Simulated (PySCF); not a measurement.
Dipole moment and polarisability of `C=C=CCOC(F)F`

C5H6F2O.
Geometry (PBE0-D3(BJ)/def2-SVP, Å), atoms numbered from 1 in this order:
```
atom  x, y, z in Å
C1     2.627   -0.884   -0.033
C2     1.651   -0.023   -0.153
C3     0.671    0.843   -0.253
C4    -0.476    0.929    0.714
O5    -1.732    0.817    0.067
C6    -2.025   -0.410   -0.422
F7    -2.249   -1.285    0.586
F8    -3.150   -0.298   -1.126
H9     2.579   -1.866   -0.515
H10    3.523   -0.647    0.550
H11    0.672    1.563   -1.082
H12   -0.378    0.170    1.507
H13   -0.495    1.919    1.192
H14   -1.225   -0.834   -1.058
```

Level: wB97X-D/def2-SVPD (PySCF), static field, nuclei fixed, core orbitals frozen in the response. The polarisability tensor in these axes (au):

```
x    87.88 -15.46   2.23
y   -15.46  67.87   0.26
z     2.23   0.26  54.70
```

Q: Give the principal values, the mean and the anisotropy Δα = √{½[(α1 − α2)² + (α2 − α3)² + (α1 − α3)²]}.

A: Principal values 54.30, 59.78 and 96.38 au; mean 70.15 au = 10.40 Å³ = 11.57 × 10⁻⁴⁰ C²·m²/J; Δα = 39.62 au (56 % of the mean).

Q: What is the dipole moment, and where does it point?

A: (3.28, 0.21, 0.09) D, 3.29 D in size, pointing from the negative to the positive side. Measured along this direction, the outermost atoms are F8 at the negative end and H10 at the positive end.

Q: Find the Langevin capture rate constant for NH4+ (18.034 u) meeting this molecule (120.039 u), k = 2.342 × 10⁻⁹ cm³/s × √(α in Å³ / reduced mass in u).

A: The reduced mass is 15.68 u, so k = 1.91 × 10⁻⁹ cm³/s. The formula leaves out the permanent dipole, which adds to the capture rate.

Q: Sum over states: ᾱ = Σ f/ω², ω in Eh. What share falls to these 10 lowest TDDFT singlets (eV, f)? 5.97, 0.0001; 6.20, 0.0001; 7.30, 0.0130; 7.66, 0.2084; 7.70, 0.0325; 7.86, 0.9948; 8.16, 0.0284; 8.83, 0.0031; 8.84, 0.0093; 8.95, 0.0180.

A: They add up to 15.75 au, 22.5 % of the 70.15 au; the largest single term is 11.93 au, from the state at 7.86 eV. Terms in order: 0.00, 0.00, 0.18, 2.63, 0.41, 11.93, 0.32, 0.03, 0.09, 0.17 au. Higher excitations give the rest. The strengths listed sum to 1.308.

Q: Orientational against electronic polarisability at 273 K (dilute gas, rigid molecules)?

A: In Gaussian units μ²/3kT = 95.82 Å³ against 10.40 Å³, a ratio of 9.22; the Debye molar polarisation (4π/3)N_A(α + μ²/3kT) is 267.9 cm³/mol, leaving out the vibrational part.

Q: Refractivity n − 1 of an ideal gas of it at 273.15 K and 1 atm, from the electronic α?

A: N = p/kT = 2.6868 × 10¹⁹ cm⁻³, so n − 1 = 2π × N × 10.40 × 10⁻²⁴ cm³ = 1755 × 10⁻⁶ at long wavelengths.

Isolated species at its PBE0-D3(BJ)/def2-SVP geometry (one conformer only).

These values come from a run that also computed excited states and ΔSCF ions. Hardware: one thread, Arm Neoverse V1 (shared host). Cost: 3.1 min wall.

wB97X-D is run here without its empirical dispersion term; that term would change no orbital, density or response property at a fixed geometry.
